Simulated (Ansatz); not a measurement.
Geometry optimisation, RKS revPBE-D4/def2-SVP (Ansatz).

Input file:

```yaml
crystal:
  periodic: [false, false, false]
  atoms:
    - { symbol: B, position_ang: [0.0, 0.0, 0.0] }
    - { symbol: O, position_ang: [0.0, 0.0, 1.41] }
    - { symbol: H, position_ang: [-0.9095, -0.2814, 1.7471] }
    - { symbol: "N", position_ang: [1.3423, 0.0, -0.775] }
    - { symbol: H, position_ang: [1.8089, -0.9179, -1.0268] }
    - { symbol: H, position_ang: [1.7937, 0.9179, -1.0532] }
    - { symbol: "N", position_ang: [-1.3423, 0.0, -0.775] }
    - { symbol: H, position_ang: [-2.0112, -0.8164, -0.6764] }
    - { symbol: H, position_ang: [-1.5914, 0.8164, -1.4036] }
basis:
  gaussian: { orbitals: def2-SVP }
hamiltonian:
  xc: revpbe
  dispersion: d4
relax:
  f_tol: 0.02
  max_steps: 40
```

Run as:

```bash
$ ansatz run input.yaml --threads 1 --pin off --max-ram 2048MiB --backend cpu --events-out ev --progress --plain --runs-dir out
```

Q: Where does it end, and by what steps?

A: The run converged. After 14 steps the energy has fallen by 1.808 eV; H5 moved furthest, 1.33 Å.

```csv
step,energy less start (eV),largest force component (eV/Å),accepted
0,0.0000,1.711,yes
1,-0.6147,2.235,yes
2,-0.9538,1.649,yes
3,-1.1829,1.147,yes
4,-1.3602,1.554,yes
5,-1.5101,1.095,yes
6,-1.6484,0.669,yes
7,-1.7566,0.301,yes
8,-1.7966,0.263,yes
9,-1.8042,0.098,yes
10,-1.8045,0.161,yes
11,-1.8048,0.319,yes
12,-1.8075,0.047,yes
13,-1.8077,0.057,yes
14,-1.8081,0.011,yes
```

```xyz
9
Properties=species:S:1:pos:R:3
B -0.023 -0.020 -0.051
O 0.027 -0.013 1.346
H -0.861 0.026 1.736
N 1.231 0.056 -0.735
H 1.328 0.098 -1.746
H 2.090 0.259 -0.229
N -1.274 -0.077 -0.767
H -2.128 -0.417 -0.327
H -1.301 -0.193 -1.779
```

Run time: 32 s on 1 thread of Arm Neoverse V2, on a shared host, peak memory 0.12 GiB.
